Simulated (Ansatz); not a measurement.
`S=C[SiH2]S` + H–F → `F[SiH2]C=S` + H₂S at 298.15 K and 1 bar (ligand exchange at the Si–S bond).

Gas-phase electronic energies from Ansatz, PBE0-D4/def2-TZVP geometries. CCSD(T)/CBS adds triple-zeta CCSD(T) − MP2 to the extrapolated MP2 energy (def2 sets, frozen cores). This one scheme is used for every species. Each species was taken in one conformer, which may not be the lowest.

| species | CCSD(T)/CBS energy (Eh) | H − E (kJ/mol) | S (J/(mol·K)) |
| --- | --- | --- | --- |
| `S=C[SiH2]S` | -1125.08237 | 132.5 | 342.3 |
| H–F | -100.39570 | 33.5 | 173.6 |
| `F[SiH2]C=S` | -826.53208 | 111.9 | 318.9 |
| H₂S | -398.97279 | 49.9 | 205.7 |

H − E and S are ideal-gas, rigid-rotor, harmonic terms from PBE0-D4/def2-TZVP, for one conformer and one mirror image of each species. 1 Eh = 2625.50 kJ/mol, R = 8.31446 J/(mol·K).

Problem. By hand: ΔE, ΔH, ΔS and ΔG.

Solution. ΔE = (-826.53208) + (-398.97279) − (-1125.08237) − (-100.39570) = -0.02680 Eh = -70.4 kJ/mol. Δ(H − E) = 111.9 + 49.9 − 132.5 − 33.5 = -4.2, so ΔH = -74.6 kJ/mol. ΔS = 318.9 + 205.7 − 342.3 − 173.6 = 8.7 J/(mol·K). ΔG = -74.6 − 298.15 × (8.7)/1000 = -77.2 kJ/mol.

Problem. By hand: the equilibrium constant, and the temperature at which ΔG would vanish if ΔH and ΔS stayed fixed.

Solution. log₁₀ K = −ΔG/(RT ln 10) = 13.5. ΔH and −TΔS have one sign here, so there is no such temperature.

The number of gas molecules stays the same, so ΔS is small and ΔH decides. A doubt of 5 kJ/mol in ΔE shifts log₁₀ K by 0.9 here. Other conformers and mirror images would add mixing entropy, several J/(mol·K) or more a flexible species. Modes under 60 cm⁻¹, often nearly free rotors, make the harmonic entropy too high. These are equilibria of isolated gas molecules and say nothing of rates. Largest T1 diagnostic: 0.015 (customary marks: 0.02 for closed shells, 0.045 for open ones).

ΔS is within the doubt of such terms, so its sign, and with it that verdict, could turn.
